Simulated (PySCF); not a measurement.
# Working out the excitation energy of Si²⁺

Si²⁺ [Ne] 3s2 (1S) → Si²⁺ [Ne] 3s1 3p1 (3P). Computed with PySCF 2.14 in x2c-TZVPPall, with scalar relativity by spin-free X2C-1e. Frozen: 1s2. Energies in hartree (1 hartree = 27.21139 eV):

```
             part  Si²⁺ (lower)  Si²⁺ (upper)
              UHF   -288.592427   -288.396232
MP2 opposite-spin     -0.139703     -0.104198
    MP2 same-spin     -0.046387     -0.045425
```

Question: What does Hartree-Fock give?

Answer: (-288.396232) − (-288.592427) = 0.196195 hartree = 5.339 eV.

Question: What do MP2 and SCS-MP2 (6/5 opposite-spin, 1/3 same-spin) give?

Answer: The opposite-spin parts differ by 0.966 eV and the same-spin parts by 0.026 eV. MP2: 5.339 + (0.966) + (0.026) = 6.331 eV. SCS-MP2: 5.339 + 1.2 × (0.966) + (0.026)/3 = 6.507 eV.
